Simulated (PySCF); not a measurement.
# Orbital picture of GeF⁺

PBE at R = 1.682 Å; Ge jorge-DZP-DKH, F jorge-DZP-DKH; spin-free X2C with a Gaussian nucleus (PySCF 2.14). State: ¹Σ⁺ (singlet), closed shell. Only the outer orbitals are listed, counted within each symmetry.

```
orbital  occ.  ε (eV)  on Ge (%)           main shells (%)
     8σ     2  -36.00         32           67 F s, 27 Ge d
     9σ     2  -20.88         58           56 Ge s, 36 F p
     4π     2  -17.25          8                    92 F p
     4π     2  -17.25          8                    92 F p
    10σ     2  -16.51         55  45 F p, 39 Ge s, 16 Ge p
     5π     0  -10.74         93                   93 Ge p
     5π     0  -10.74         93                   93 Ge p
    11σ     0   -7.01         95                   90 Ge p
```

Task: Which are the highest filled and the lowest empty level, where do they sit, and how wide is the gap?

Result: Highest filled 10σ at -16.51 eV (in %: 45 F p, 39 Ge s, 16 Ge p); lowest empty 5π at -10.74 eV (in %: 93 Ge p); the gap at PBE is 5.77 eV.

The bond order (Mayer) is 1.11, the ⟨S²⟩ is 0.000 and the charge on Ge (Mulliken, basis-dependent) is 1.33. The charge on Ge (Löwdin, basis-dependent) is 1.29, the dipole moment (positive dipole points towards F; it is taken about the centre of mass and depends on that origin) is -2.76 D and the polarisability along the bond is 22.4 bohr³. The polarisability across the bond is 14.4 bohr³.
